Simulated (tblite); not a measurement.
Species: C6H9O (doublet state).
Numbering: `[CH2:1][C@@H:2]1[CH2:3][CH2:4][CH2:5][C:6]1=[O:7]` (hydrogens: H8, H9 on C1; H10 on C2; H11, H12 on C3; H13, H14 on C4; H15, H16 on C5)
Bond orders are those of one Lewis drawing.

Computed with GFN2-xTB (tblite), gas phase: L-BFGS steps from a force-field or distance-geometry start until the largest atomic force falls under 0.01 eV/Å.

Step 14: E = -582.8112 eV
```
atom  x, y, z in Å  |  force x, y, z in eV/Å
C1      2.2090   -0.3074    0.0963    0.030  -0.015   0.006
C2      0.7612   -0.5335    0.1708    0.011   0.002   0.009
C3     -0.0262   -0.2747   -1.1203    0.002  -0.018  -0.008
C4     -1.4520   -0.0234   -0.6316   -0.004  -0.001   0.006
C5     -1.2591    0.7810    0.6515   -0.005   0.017   0.002
C6      0.0555    0.3108    1.2321   -0.008   0.014   0.011
O7      0.4709    0.5465    2.3322    0.010   0.014   0.008
H8      2.7447    0.0191    0.9642    0.001  -0.021   0.040
H9      2.7427   -0.5070   -0.8106   -0.002   0.040  -0.040
H10     0.5516   -1.5685    0.5047    0.002  -0.012  -0.022
H11     0.3648    0.6175   -1.6125    0.015  -0.003   0.015
H12     0.0388   -1.1069   -1.8176   -0.013  -0.025  -0.023
H13    -1.9396   -0.9736   -0.4069   -0.014  -0.001   0.004
H14    -2.0553    0.5062   -1.3670   -0.007  -0.007  -0.004
H15    -2.0684    0.6778    1.3731   -0.012  -0.005  -0.005
H16    -1.1462    1.8448    0.4301   -0.004   0.021  -0.001
```

Step 15: E = -582.8115 eV
```
atom  x, y, z in Å  |  force x, y, z in eV/Å
C1      2.2088   -0.3091    0.0968    0.042  -0.012   0.001
C2      0.7605   -0.5336    0.1712    0.034   0.000  -0.010
C3     -0.0261   -0.2754   -1.1210   -0.009  -0.006   0.008
C4     -1.4520   -0.0235   -0.6315   -0.004  -0.003  -0.006
C5     -1.2583    0.7808    0.6518   -0.024   0.015  -0.011
C6      0.0554    0.3114    1.2326    0.006   0.004   0.001
O7      0.4715    0.5475    2.3322    0.010   0.015   0.014
H8      2.7446    0.0169    0.9654   -0.007  -0.028   0.029
H9      2.7436   -0.5019   -0.8119   -0.024   0.042  -0.016
H10     0.5492   -1.5681    0.5049    0.004  -0.017  -0.017
H11     0.3642    0.6172   -1.6132    0.018  -0.011   0.014
H12     0.0390   -1.1085   -1.8175   -0.014  -0.015  -0.018
H13    -1.9389   -0.9743   -0.4071   -0.017   0.011   0.002
H14    -2.0555    0.5074   -1.3668    0.004  -0.024   0.011
H15    -2.0677    0.6780    1.3731   -0.017  -0.005  -0.001
H16    -1.1459    1.8441    0.4295   -0.003   0.032  -0.001
```

Q: Estimate the geometry and energy of step 16. (The exact step hangs on the optimiser's Hessian estimate; all steps are aligned on step 15, rigid shifts and turns removed.)

A: E = -582.8119 eV, largest force 0.067 eV/Å
```
atom  x, y, z in Å  |  force x, y, z in eV/Å
C1      2.2094   -0.3116    0.0976    0.042  -0.008  -0.005
C2      0.7601   -0.5339    0.1716    0.050  -0.004  -0.030
C3     -0.0259   -0.2766   -1.1217   -0.016   0.007   0.027
C4     -1.4520   -0.0236   -0.6314    0.000  -0.005  -0.017
C5     -1.2577    0.7809    0.6520   -0.035   0.009  -0.022
C6      0.0555    0.3123    1.2333    0.024  -0.007  -0.015
O7      0.4723    0.5491    2.3324    0.007   0.015   0.012
H8      2.7446    0.0133    0.9677   -0.013  -0.036   0.012
H9      2.7444   -0.4941   -0.8143   -0.047   0.045   0.015
H10     0.5462   -1.5681    0.5047    0.010  -0.016  -0.009
H11     0.3639    0.6165   -1.6136    0.020  -0.021   0.011
H12     0.0388   -1.1109   -1.8177   -0.014   0.003  -0.006
H13    -1.9384   -0.9751   -0.4072   -0.020   0.024   0.000
H14    -2.0559    0.5088   -1.3664    0.014  -0.041   0.024
H15    -2.0674    0.6781    1.3730   -0.020  -0.004   0.002
H16    -1.1456    1.8439    0.4287   -0.002   0.037   0.001
```

The energy changes by -0.0004 eV. The first-order estimate −F·Δx gives -0.0005 eV and the mean of the old and new forces, exact on a quadratic surface, -0.0004 eV. The step makes an angle of 65° with the force vector and moves no atom by more than 0.008 Å.

What follows is the cost of the whole relaxation. Time: 0.66 s. Hardware: one thread, Arm Neoverse V2 (aarch64) (shared host).
